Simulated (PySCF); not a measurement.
An unknown shows these calculated signals:

1H NMR (400 MHz, computed): δ 8.53 (s, 2H), 3.14 (s, 6H).

13C{1H} NMR (computed): δ 140.0 (C), 136.2 (CH), 40.9 (CH3).

Calculated, not measured (PySCF): structure optimised with GFN2-xTB, PBE0/pcSseg-1 with gauge-including orbitals. Non-relativistic Hamiltonian, one computed conformer, no solvent, rapidly exchanging positions averaged.

References, each an isolated molecule treated in the same way: TMS for 1H and 13C.

Task: Which of these does the molecule contain: a tert-butyl group, an NH or NH2 group, a heteroaromatic ring, a benzene ring, an N-methyl group?

Result: 
- A tert-butyl group: no.
- An NH or NH2 group: no.
- A heteroaromatic ring: yes.
- A benzene ring: no.
- An N-methyl group: yes (δC 40.9; δH 3.14 (s)).

The data belong to SMILES CN(C)C1=CN=NN=C1, C₅H₈N₄; they needn't prove each group on their own.

Carbon signals by region: 2 in the sp2 and nitrile region (100–160 ppm), 1 below 50 ppm.

Shifts are as computed. Against solution values, carbons near 30 ppm lie about +3 ppm off and those near 130 ppm about +5 ppm. Of 1211 compounds with measured shifts, 218 miss one by over three times the rms of a fit or turn the order of signals round; such compounds aren't used in these exercises. Multiplicities follow the n + 1 count of equivalent neighbours, as no J values were calculated; m marks all less simple cases, F and P coupling included.
